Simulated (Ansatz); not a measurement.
Two members of one family ([Ln(H2O)6]3+), computed with Ansatz in the gas phase; def2 core potentials for Dy, Ho, no spin–orbit coupling. HOMO and LUMO are taken over both spins. With an open 4f shell the SCF may have ended above the lowest state. The structures are stationary points that may keep the symmetry of their start.

First: [Dy(H2O)6]3+ (sextet, charge 3, PBE-D4/def2-SVP geometry).

```
atom   x (Å)   y (Å)   z (Å)
 Dy1  -0.002  -0.001   0.000
  O2  -1.060  -0.912   1.861
  H3  -0.823  -1.732   2.357
  H4  -1.852  -0.565   2.336
  O5   1.060   0.911  -1.857
  H6   1.853   0.562  -2.332
  H7   0.828   1.732  -2.352
  O8  -1.374  -1.220  -1.429
  H9  -2.098  -1.844  -1.185
 H10  -1.367  -1.236  -2.415
 O11   1.374   1.222   1.422
 H12   1.368   1.244   2.409
 H13   2.100   1.841   1.174
 O14   1.537  -1.743   0.069
 H15   2.396  -1.781   0.554
 H16   1.480  -2.618  -0.384
 O17  -1.540   1.743  -0.067
 H18  -1.482   2.618   0.387
 H19  -2.399   1.781  -0.551
```

| level | HOMO (eV) | LUMO (eV) | gap (eV) |
| --- | --- | --- | --- |
| PBE-D4/def2-SVP | -19.73 | -18.80 | 0.93 |
| BLYP-D4/def2-TZVP | -20.00 | -18.84 | 1.16 |
| r2SCAN-D4/def2-TZVP | -20.05 | -17.83 | 2.21 |
| PBE0-D4/def2-SVP | -22.65 | -15.09 | 7.55 |
| PBE0-D4/def2-TZVP | -22.76 | -15.19 | 7.58 |

Metal–donor distances: 6 × O 2.33 Å.

Second: [Ho(H2O)6]3+ (quintet, charge 3, PBE-D4/def2-SVP geometry).

```xyz
19

Ho    0.000    0.001   -0.001
O    -1.555    0.742    1.546
H    -2.433    0.347    1.765
H    -1.495    1.529    2.141
O     1.553   -0.743   -1.547
H     1.493   -1.529   -2.141
H     2.431   -0.349   -1.767
O    -0.995    1.316   -1.625
H    -1.781    1.906   -1.534
H    -0.732    1.417   -2.572
O     0.993   -1.312    1.627
H     0.734   -1.406    2.574
H     1.775   -1.908    1.535
O    -1.398   -1.757   -0.562
H    -1.429   -2.662   -0.165
H    -2.101   -1.780   -1.254
O     1.400    1.755    0.561
H     2.103    1.775    1.255
H     1.436    2.657    0.164
```

Q: What does the change do? Estimate second minus first.

A: 
```json
{"level": "PBE-D4/def2-SVP", "Δ HOMO (eV)": "-0.83", "Δ LUMO (eV)": "0.10", "Δ gap (eV)": "0.94"}
{"level": "BLYP-D4/def2-TZVP", "Δ HOMO (eV)": "-0.82", "Δ LUMO (eV)": "0.25", "Δ gap (eV)": "1.08"}
{"level": "r2SCAN-D4/def2-TZVP", "Δ HOMO (eV)": "-1.16", "Δ LUMO (eV)": "0.83", "Δ gap (eV)": "1.99"}
{"level": "PBE0-D4/def2-SVP", "Δ HOMO (eV)": "-0.10", "Δ LUMO (eV)": "0.33", "Δ gap (eV)": "0.42"}
{"level": "PBE0-D4/def2-TZVP", "Δ HOMO (eV)": "-0.10", "Δ LUMO (eV)": "0.33", "Δ gap (eV)": "0.43"}
```

Metal–donor distances: 6 × O 2.31 Å.
